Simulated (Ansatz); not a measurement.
`FC/C=C/C(F)F` + HI → `FC(F)/C=C/I` + fluoromethane  (substitution at a C–C bond)

Program: Ansatz. Geometries: PBE0-D4/def2-TZVP. ΔE: electronic, gas phase. CBS: MP2 limit from def2 TZ/QZ plus the TZ coupled-cluster correction, frozen cores. This one scheme is used for every species. Double bonds are as drawn, so ΔE can hold a change between cis and trans. Functionals use def2-TZVPP. HSE06 is defined as in plane-wave codes. def2 core potentials past Kr. For I outer-core shells are correlated without core-valence functions, which leaves a few kJ/mol of doubt a bond. Each species was taken in one conformer, which may not be the lowest.

CCSD(T)/CBS gives +5.5 kcal/mol.

**Question.** Another level gave +9.9 kcal/mol. Which?
A. BHLYP/def2-TZVPP
B. MP2/def2-TZVPP
C. HSE06-D4/def2-TZVPP
D. LDA (SPW92)/def2-TZVPP

**Answer.** D. LDA (SPW92) 9.9, BHLYP 8.4, HSE06-D4 7.1, MP2/def2-TZVPP 4.7 kcal/mol.

Largest T1 diagnostic among the species: 0.011.

At CCSD(T), def2-SVP lies +5.7 kcal/mol from the extrapolated value and def2-TZVPP +1.0 kcal/mol. In def2-TZVPP, CCSD(T) changes the Hartree–Fock value by −2.7 kcal/mol (the triples alone add −0.8 kcal/mol) and MP2 by −4.5 kcal/mol. From r2SCAN to r2SCAN0 (25 % exact exchange), in def2-TZVPP and without D4, ΔE moves by +0.8 kcal/mol.

CCSD(T)/CBS has its own doubt, a few kJ/mol and more with outer-core shells, so smaller differences from it don't rank the levels.
